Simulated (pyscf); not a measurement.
`[GeH3][O][GeH3]` → `[GeH4]` + `[O]=[GeH2]` (elimination; singlet surface; Ge–O, Ge–H broken, Ge–H formed). PySCF, gas phase, ωB97X-D3(BJ)/def2-SVP geometries. Energies in kcal/mol from the reactant's lowest minimum found.

| level | barrier | reaction energy |
|---|---|---|
| r²SCAN/def2-TZVP | 59.2 | +56.6 |
| B3LYP-D3(BJ)/def2-TZVP | 60.6 | +55.5 |
| PBE0-D3(BJ)/def2-TZVP | ? | +58.6 |
| M06-2X/def2-TZVP | 63.7 | +65.1 |
| ωB97M-D3(BJ)/def2-TZVP | ? | ? |
| HF/def2-TZVP | 74.7 | +67.3 |

Q: Some entries are withheld; supply them.

A: 
- PBE0-D3(BJ)/def2-TZVP, barrier: 59.6
- ωB97M-D3(BJ)/def2-TZVP, barrier: 61.8
- ωB97M-D3(BJ)/def2-TZVP, reaction energy: +57.7

On the product side the descent ends in a complex, 5.7 kcal/mol under the separated species and 5.1 kcal/mol under the saddle at ωB97X-D3(BJ)/def2-TZVP. At M06-2X the saddle lies under the separated products, which points to a path from their complex (located at ωB97X-D3(BJ) alone), and parting the products costs more than the saddle. At the saddle there is also a short Ge–Ge contact that neither side keeps. O=GeH₂ lies 30.4 kcal/mol over its isomer HO–GeH: [singlet] (electronic energy, ωB97M-D3(BJ)/def2-TZVP). One saddle was located; it need not be the lowest between these sides. Elements up to Kr have no core potential and no relativistic terms here.
